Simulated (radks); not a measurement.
These are the eigenvalues of the occupied orbitals of an atom or ion with whole-number occupations (eV). All-electron calculation, non-relativistic Kohn-Sham, SCAN, spin-polarised, spherical densities, point nucleus; meta-GGA in the generalised Kohn-Sham scheme. Program: a radial shooting solver on a logarithmic mesh with Libxc functionals.

| orbital | eigenvalue |
|---|---|
| 1s up | -5512.878 |
| 1s down | -5495.494 |
| 2s up | -1077.533 |
| 2s down | -1048.151 |
| 2p up | -1009.185 |

Which element is it, and in what charge state? The configuration may be excited. Open shells, if any, are filled with parallel spins first.

Answer. Z = 22, titanium, charge +15: Ti15+ in [He] 2s2 2p3. The list shows which subshells hold electrons but not how many an open one holds; the 1s level, -202.59 hartree, gives Z - s = 20.1 by -(Z - s)^2/2, which with screening narrows Z to a few neighbours, and the depths of the outer levels then fix element, charge and occupations together.
